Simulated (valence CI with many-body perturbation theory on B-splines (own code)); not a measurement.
**Ar IV: calculated level list**

Method: configuration interaction combined with many-body perturbation theory (CI+MBPT): five valence electrons over a frozen Dirac-Fock core [Ne], radial functions for each j: 9 s, 9 p, 8 d, 6 f, 3 g, 1 h, with the one-electron correlation potential Σ1 (screened to all orders), the two-electron term Σ2, the three-electron term Σ3, Breit, model QED; selected single and double excitations, second order for the rest, scaled by the run's own slope (own B-spline code, finite nucleus).

Against 38 measured levels this calculation errs by 159 cm⁻¹ on average and by 399 at most. These come from a selection out of Saloman, J. Phys. Chem. Ref. Data 39, 033101 (2010). Levels without a partner in it may be off by more. Among the levels kept, up to 1200 cm⁻¹ of a level comes from second order outside the variational space, and about a tenth of that is noise between levels of different J, which matters for small intervals.

Levels 46 to 51 of 51, with energies above the lowest level, 3s²3p³ ⁴S°_3/2. "Leading %" is the weight of the configuration and term that name the level; weights of strongly mixed levels are sums over their largest components and can fall short. In the jj column 3d3/2^4 stands for four electrons in 3d with j = 3/2.

```json
{"No.": "46", "Configuration": "3s²3p²3d", "Term": "²D", "J": "3/2", "E (cm⁻¹)": "257390", "Leading %": "86", "g": "0.803", "Second component": "", "Leading jj": "3s^2 3p3/2^2 3d3/2 (43 %)"}
{"No.": "47", "Configuration": "3s3p³3d", "Term": "⁶D°", "J": "1/2", "E (cm⁻¹)": "259007", "Leading %": "98", "g": "3.338", "Second component": "", "Leading jj": "3s 3p1/2 3p3/2^2 3d3/2 (52 %)"}
{"No.": "48", "Configuration": "3s3p³3d", "Term": "⁶D°", "J": "3/2", "E (cm⁻¹)": "259011", "Leading %": "98", "g": "1.868", "Second component": "", "Leading jj": "3s 3p1/2 3p3/2^2 3d3/2 (46 %)"}
{"No.": "49", "Configuration": "3s3p³3d", "Term": "⁶D°", "J": "5/2", "E (cm⁻¹)": "259023", "Leading %": "98", "g": "1.658", "Second component": "", "Leading jj": "3s 3p1/2 3p3/2^2 3d3/2 (35 %)"}
{"No.": "50", "Configuration": "3s3p³3d", "Term": "⁶D°", "J": "7/2", "E (cm⁻¹)": "259048", "Leading %": "98", "g": "1.588", "Second component": "", "Leading jj": "3s 3p1/2 3p3/2^2 3d5/2 (34 %)"}
{"No.": "51", "Configuration": "3s3p³3d", "Term": "⁶D°", "J": "9/2", "E (cm⁻¹)": "259071", "Leading %": "98", "g": "1.556", "Second component": "", "Leading jj": "3s 3p1/2 3p3/2^2 3d5/2 (54 %)"}
```
